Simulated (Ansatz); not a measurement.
Mulliken charges of `[O]=[Sn]` from B3LYP/def2-TZVPP in Ansatz (PBE0-D4/def2-TZVP geometry).

```csv
atom,x (Å),y (Å),z (Å),charge (e)
O1,0.000,0.000,-0.007,-0.620
Sn2,0.000,0.000,1.811,0.620
```

**Question.** By hand: the dipole of these point charges (1 e Å = 4.8032 D).

**Answer.** Σ q r = (0.000, 0.000, 1.127) e Å, of length 1.127 e Å = 5.41 D.

**Question.** How does the dipole of the full density compare? (Estimate.)

**Answer.** The calculation gave: (0.000, 0.000, 0.879) e Å, 4.22 D; the point charges give 1.28 times that, at 0° from its direction.

Point charges leave out the atoms' own dipoles, such as those of lone pairs, and Mulliken's split depends on the basis, so the two needn't agree.

B3LYP here is the variant with VWN-RPA as its local correlation; programs differ in this.
